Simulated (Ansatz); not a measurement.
Reaction (ligand exchange at the Al–O bond): `C[O][Al]([F])[SH]` + H–F → `[F][Al]([F])[SH]` + CH₃OH

Gas-phase electronic energies from Ansatz, PBE0-D4/def2-TZVP geometries. CBS: MP2 limit from def2 TZ/QZ plus the TZ coupled-cluster correction, frozen cores. This one scheme is used for every species. DFT in def2-TZVPP. One conformer a species, not always the lowest.

```tsv
level	ΔE (kJ/mol)	difference from CCSD(T)/CBS
r2SCAN-D4	-48.4	-2.3
B2PLYP	-48.5	-2.4
PBE	-50.1	-4.0
r2SCAN	-49.5	-3.4
HF/def2-TZVPP	-51.4	-5.3
CCSD(T)/def2-TZVPP	-45.0	1.1
MP2/def2-QZVPP	-44.5	1.6
SCS-MP2/def2-QZVPP	-46.9	-0.8
MP2/CBS(def2)	-44.4	1.7
CCSD/CBS(def2)	-47.2	-1.1
CCSD(T)/CBS	-46.1	0
```

Largest T1 diagnostic among the species: 0.012.

The D4 term adds +5.5 kJ/mol with B3LYP and +3.2 kJ/mol with PBE0; it sums over pairs of atoms, weighted by their polarisabilities, and B3LYP, whose exchange is more repulsive, gets the larger term. In def2-TZVPP, CCSD(T) changes the Hartree–Fock value by +6.4 kJ/mol (the triples alone add +1.0 kJ/mol) and MP2 by +8.1 kJ/mol.

B3LYP here is the variant with VWN-RPA as its local correlation; programs differ in this.
